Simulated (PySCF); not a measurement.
## Mn(2+): excitation energy

Mn(2+) [Ar] 3d5 (6S) → Mn(2+) [Ar] 3d4 4s1 (6D), as a difference of total energies. All numbers are calculated (PySCF 2.14, no relativity, point nucleus, in dyall-av2z (16s12p7d2f, 101 functions)). Correlated levels: valence: [Ar] frozen; virtual orbitals above 40 to 60 times the deepest correlated orbital energy dropped. The calculations carry no spin-orbit coupling.

```tsv
method	excitation energy (cm⁻¹)
UHF	63134
LDA	67285
PBE	65767
r2SCAN	66851
TPSS	66399
B2PLYP	65803
wB97X-V	67039
MP2 (valence)	66926
SCS-MP2 (valence)	64398
```

Estimate what PBE0 gives.

66651 cm⁻¹, closest to r2SCAN among the rows shown.

Estimate what wB97M-V gives.

66982 cm⁻¹, closest to MP2 (valence) among the rows shown.

A first-order spin-orbit estimate (lowest level to lowest level, LS coupling) adds -0.064 eV.
